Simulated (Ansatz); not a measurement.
Ansatz (a first-principles code) input (PBE/6-31G*):

Ansatz 0.2 input:
```yaml
crystal:
  periodic: [false, false, false]
  atoms:
    - {symbol: C, position_ang: [2.80659300, -1.11498300, -0.24291200]}
    - {symbol: C, position_ang: [1.59203100, -0.75606300, -0.65473600]}
    - {symbol: Si, position_ang: [0.79899800, 0.87553300, -0.24222800]}
    - {symbol: C, position_ang: [-0.81673600, 0.61044600, 0.70756500]}
    - {symbol: O, position_ang: [-1.67724200, -0.17452100, -0.10585600]}
    - {symbol: C, position_ang: [-2.91917600, -0.44980300, 0.50597500]}
    - {symbol: H, position_ang: [3.24216000, -2.07747700, -0.49135400]}
    - {symbol: H, position_ang: [3.42287000, -0.45847200, 0.36279000]}
    - {symbol: H, position_ang: [1.02469100, -1.46098700, -1.25799000]}
    - {symbol: H, position_ang: [1.72438300, 1.66285200, 0.61162800]}
    - {symbol: H, position_ang: [0.49641400, 1.64147200, -1.47548100]}
    - {symbol: H, position_ang: [-0.61636900, 0.10292000, 1.66301600]}
    - {symbol: H, position_ang: [-1.28513400, 1.57580200, 0.95239600]}
    - {symbol: H, position_ang: [-3.50081700, -1.05181200, -0.19108100]}
    - {symbol: H, position_ang: [-3.46658400, 0.47525400, 0.72749200]}
    - {symbol: H, position_ang: [-2.78592200, -1.00844100, 1.44126600]}
basis:
  gaussian:
    orbitals: 6-31G*
hamiltonian:
  xc: {name: PBE}
output: {forces: true}
```

Output:

```
Functional definition: PBE
integrals: 0.07 GiB planned
1449 factors; their error is unknown
mean field: 0.36 GiB planned
mean field evaluation 1: about -14210.6813 eV, gradient 6.6e1 eV
mean field evaluation 2: about -14196.8360 eV, gradient 9.9e1 eV
mean field evaluation 4: about -14221.4453 eV, gradient 7.7e0 eV
mean field evaluation 8: about -14221.5712 eV, gradient 1.6e-1 eV
mean field evaluation 16: about -14221.4581 eV, gradient 4.5e-4 eV
mean field -14221.45806698 eV, -522.6289443111 hartree, gradient 6.9e-5 eV, S^2 0.000000; 0 other end points of the search recorded, 0 dependent functions left out
the calculation of the forces begins
reference -14221.45810151 eV, -522.6289455800 hartree; 28, 28 occupied and 86, 86 virtual orbitals, 1449 factors
Total energy: -14221.45810151 eV, -522.6289455800 hartree
Atom 0 at     2.806593    -1.114983    -0.242912 Å, force     0.439137    -0.112876     0.149138 eV/Å
Atom 1 at     1.592031    -0.756063    -0.654736 Å, force    -0.508452     0.282590    -0.131477 eV/Å
Atom 2 at     0.798998     0.875533    -0.242228 Å, force    -0.022563    -0.155956    -0.046402 eV/Å
Atom 3 at    -0.816736     0.610446     0.707565 Å, force    -0.208532    -0.129236    -0.131648 eV/Å
Atom 4 at    -1.677242    -0.174521    -0.105856 Å, force     0.139137    -0.158606    -0.471590 eV/Å
Atom 5 at    -2.919176    -0.449803     0.505975 Å, force     0.322745     0.142093    -0.008743 eV/Å
Atom 6 at     3.242160    -2.077477    -0.491354 Å, force     0.202129    -0.390719    -0.086127 eV/Å
Atom 7 at     3.422870    -0.458472     0.362790 Å, force     0.270839     0.238339     0.240385 eV/Å
Atom 8 at     1.024691    -1.460987    -1.257990 Å, force    -0.236130    -0.264382    -0.233260 eV/Å
Atom 9 at     1.724383     1.662852     0.611628 Å, force     0.226156     0.202427     0.198934 eV/Å
Atom 10 at     0.496414     1.641472    -1.475481 Å, force    -0.069360     0.207285    -0.284440 eV/Å
Atom 11 at    -0.616369     0.102920     1.663016 Å, force     0.094802    -0.160213     0.416346 eV/Å
Atom 12 at    -1.285134     1.575802     0.952396 Å, force    -0.160659     0.405017     0.146892 eV/Å
Atom 13 at    -3.500817    -1.051812    -0.191081 Å, force    -0.205745    -0.228797    -0.281395 eV/Å
Atom 14 at    -3.466584     0.475254     0.727492 Å, force    -0.274839     0.351574     0.122368 eV/Å
Atom 15 at    -2.785922    -1.008441     1.441266 Å, force    -0.008666    -0.228540     0.401017 eV/Å
Dipole moment:    -0.102557    -0.082651     0.235597 e Å
```

The geometry given is a B3LYP-D3(BJ)/def2-TZVP minimum.
